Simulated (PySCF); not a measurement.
CH9NSi2.
SMILES: `CN([SiH3])[SiH3]`

The closed-shell ground state was solved at several levels (PySCF, density fitting, gas phase, non-relativistic). Isolated species at its PBE0-D3(BJ)/def2-SVP geometry, gas phase.

```csv
level,basis functions,HOMO (eV),LUMO (eV),gap (eV),dipole (D)
KT3/pcSseg-2,284,-5.87,-0.86,5.01,0.72
PBE0/pcSseg-1,127,-7.01,0.25,7.26,0.81
```

(1) Estimate the row for wB97X-D/def2-SVPD, a basis of 160 functions; the other rows only guide the guess.

(2) Over all these levels, which gives the widest orbital gap and which the narrowest?

(3) How far do the dipole and the HOMO energy spread over the levels?

## Answers

(1) HOMO -8.87 eV, LUMO 1.77 eV, gap 10.64 eV, dipole 0.80 D.

(2) wB97X-D/def2-SVPD (range-separated hybrid) has the widest, 10.64 eV, and KT3/pcSseg-2 (GGA) the narrowest, 5.01 eV. Functional and basis both differ between the two, so the spread mixes both effects.

(3) The dipole runs from 0.72 to 0.81 D (mean 0.78 D) and the HOMO from -8.87 to -5.87 eV.
